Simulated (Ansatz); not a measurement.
C2H5NSi can be A, `N=C=C[SiH3]`, or B, `C[SiH2]C#N`.

Program: Ansatz. Geometries: PBE0-D4/def2-TZVP. ΔE: electronic, gas phase. CCSD(T)/CBS adds triple-zeta CCSD(T) − MP2 to the extrapolated MP2 energy (def2 sets, frozen cores). Functionals use def2-TZVPP. B3LYP here is the variant with VWN-RPA as its local correlation; programs differ in this. Each species was taken in one conformer, which may not be the lowest.

A:

```xyz
9

N     1.430   -1.963   -0.115
C     0.823   -0.962   -0.439
C     0.258    0.183   -0.715
Si   -0.761    1.071    0.547
H     0.974   -2.860   -0.255
H     0.405    0.589   -1.711
H    -0.785    0.261    1.791
H    -0.191    2.413    0.838
H    -2.153    1.268    0.060
```

B:

```xyz
9

C    -0.6848   -0.6138    0.8610
Si    0.0232    0.7179   -0.2254
C     1.3215   -0.0297   -1.3195
N     2.1237   -0.5149   -1.9889
H     0.0935   -1.0574    1.4847
H    -1.1366   -1.4039    0.2584
H    -1.4541   -0.1960    1.5145
H     0.7005    1.7854    0.5473
H    -0.9868    1.3124   -1.1321
```

**Question.** Which isomer does CCSD(T)/CBS put lower? Give the gap. (Best estimate.)

**Answer.** Ansatz gave: B, by 35.1 kcal/mol.

**Question.** Give E(B) − E(A) in kcal/mol with PBE0-D4, HF/def2-TZVPP, BLYP-D4, LDA (SPW92), B3LYP-D4, B2PLYP, CCSD/def2-TZVPP. (Best estimate.)

**Answer.** Ansatz gave: PBE0-D4 -27.7, HF/def2-TZVPP -36.4, BLYP-D4 -27.5, LDA (SPW92) -20.6, B3LYP-D4 -29.0, B2PLYP -32.9, CCSD/def2-TZVPP -36.5. None reverses the order clearly.

**Question.** Does the order hold for the free energy at 298.15 K (harmonic terms from PBE0-D4)? (Best estimate.)

**Answer.** Computed: Yes: G(B) − G(A) = -33.9 kcal/mol, for one conformer each.

Largest T1 diagnostic: 0.015.

From r2SCAN to r2SCAN0 (25 % exact exchange), in def2-TZVPP and without D4, E(B) − E(A) moves by −1.4 kcal/mol. Leaving LDA and LC-ωPBE aside and taking each functional with its dispersion term where it has one, the values, not all of them listed here, spread over 7.4 kcal/mol, from B2PLYP to PBE-D4. LDA lies +4.9 kcal/mol from PBE without D4.
